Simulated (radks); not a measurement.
Charge is removed step by step from the 5d down level of the iridium ion Ir+, starting from [Xe] 4f14 5d(up 5, down 2) 6s1. All-electron calculation, scalar-relativistic Kohn-Sham, BLYP, spin-polarised, spherical densities, finite nucleus; open shells are filled with parallel spins first (spin-orbit coupling, left out, can overturn this in heavy ions); Fermi nuclear charge, rms radius 5.4032 fm. Program: a radial shooting solver on a logarithmic mesh with Libxc functionals.

removed (e)  E - E(0) (eV)  eigenvalue (eV)  E minus straight line (eV)
0                    0.000          -13.966                       0.000
0.125                1.827          -15.266                      -0.592
0.25                 3.817          -16.588                      -1.021
0.375                5.974          -17.933                      -1.283
0.5                  8.301          -19.299                      -1.375
0.625               10.799          -20.686                      -1.296
0.75                13.472          -22.094                      -1.042
0.875               16.323          -23.520                      -0.611
1                   19.352          -24.966                       0.000

Removing the whole electron costs 19.352 eV by Delta-SCF, against 13.966 eV from minus the eigenvalue at the starting occupation. Slater's transition state (half an electron removed) gives 19.299 eV. Integrating minus the eigenvalue over the occupation (Janak's theorem) gives 19.355 eV. In this scalar-relativistic scheme the density is built from large components alone, so the theorem holds only approximately. The mean slope of the eigenvalue, de/dn, is 11.0 eV per electron.
